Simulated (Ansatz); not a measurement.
C2H2BF2N, SMILES `FBC1(F)C=N1` from Hartree–Fock to CCSD(T)

```tsv
atom	x (Å)	y (Å)	z (Å)
F1	0.9691	2.0534	0.7501
B2	0.9077	0.7617	0.5096
C3	-0.4249	0.1280	0.0364
F4	-1.5113	0.9536	-0.0226
C5	-0.5272	-1.0915	-0.7288
N6	-0.7639	-1.2805	0.4802
H7	1.8880	0.0911	0.6507
H8	-0.5375	-1.6158	-1.6755
```

Charge 0, multiplicity 1. The structure was optimised at the PBE0-D4/def2-TZVP level. It is one conformer, not always the lowest. Frozen core, restricted reference, the Gaussian-basis code of Ansatz. CBS rows extrapolate triple and quadruple zeta; past MP2 they add the triple-zeta difference.

```
     basis     HF (Eh)  MP2 corr.  CCSD corr.       (T)  CCSD(T) total
  def2-SVP  -354.59915   -0.86083    -0.88599  -0.02708     -355.51222
def2-TZVPP  -355.03150   -1.09114    -1.10477  -0.04529     -356.18156
def2-QZVPP  -355.04702   -1.17930           –         –              –
 CBS(def2)  -355.04916   -1.24462    -1.25825     as TZ     -356.35270
```
